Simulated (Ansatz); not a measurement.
`FB[Si](F)(F)F` + CH₃OH → `CO[Si](F)(F)F` + `BF` at 600 K and 1 bar (cleavage of the Si–B bond).

Isolated molecules relaxed with PBE0-D4/def2-TZVP in Ansatz; ΔE leaves out vibrations. CBS: MP2 limit from def2 TZ/QZ plus the TZ coupled-cluster correction, frozen cores. This one scheme is used for every species. Each species was taken in one conformer, which may not be the lowest.

```
        species  CCSD(T)/CBS energy (Eh)  H − E (kJ/mol)  S (J/(mol·K))
`FB[Si](F)(F)F`               -713.89052           121.2          437.2
          CH₃OH               -115.61712           163.6          277.3
`CO[Si](F)(F)F`               -703.74509           197.1          445.8
           `BF`               -125.82039            83.0          253.5
```

H − E and S are ideal-gas, rigid-rotor, harmonic terms from PBE0-D4/def2-TZVP, for one conformer and one mirror image of each species. 1 Eh = 2625.50 kJ/mol, R = 8.31446 J/(mol·K).

Q: By hand: ΔE, ΔH, ΔS and ΔG.

A: ΔE = (-703.74509) + (-125.82039) − (-713.89052) − (-115.61712) = -0.05784 Eh = -151.9 kJ/mol. Δ(H − E) = 197.1 + 83.0 − 121.2 − 163.6 = -4.7, so ΔH = -156.6 kJ/mol. ΔS = 445.8 + 253.5 − 437.2 − 277.3 = -15.2 J/(mol·K). ΔG = -156.6 − 600 × (-15.2)/1000 = -147.5 kJ/mol.

Q: By hand: the equilibrium constant, and the temperature at which ΔG would vanish if ΔH and ΔS stayed fixed.

A: log₁₀ K = −ΔG/(RT ln 10) = 12.8. ΔG = 0 at ΔH/ΔS = 10303 K, far beyond where these terms or the molecules hold.

ΔH outweighs TΔS. A doubt of 5 kJ/mol in ΔE shifts log₁₀ K by 0.4 here. Other conformers and mirror images would add mixing entropy, several J/(mol·K) or more a flexible species. Modes under 60 cm⁻¹, often nearly free rotors, make the harmonic entropy too high. These are equilibria of isolated gas molecules and say nothing of rates. Largest T1 diagnostic: 0.013 (customary marks: 0.02 for closed shells, 0.045 for open ones).
